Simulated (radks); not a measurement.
Task: Species: the calcium ion Ca+. Configuration: [Ar] 4s1 (the NIST ground configuration). Method: scalar-relativistic Kohn-Sham, r2SCAN, spin-unpolarised, spherical densities, finite nucleus; meta-GGA in the generalised Kohn-Sham scheme; Fermi nuclear charge, rms radius 3.4776 fm; computed with a radial shooting solver on a logarithmic mesh with Libxc functionals. Some entries of the table are withheld. Estimate them.

orbital  occ.  eigenvalue (eV)  r(max) (bohr)  <1/r> (bohr^-1)
1s          2              (1)        0.05029            19.74
2s          2              (2)            (3)            4.064
2p          6        -346.1084         0.2468            3.952
3s          2              (4)         0.9930            1.204
3p          6         -35.7886          1.048              (5)
4s          1          -8.8533          3.247           0.3464

Result: 
(1) 1s eigenvalue (eV): -3974.474
(2) 2s eigenvalue (eV): -428.0873
(3) 2s r(max) (bohr): 0.2994
(4) 3s eigenvalue (eV): -55.7996
(5) 3p <1/r> (bohr^-1): 1.076
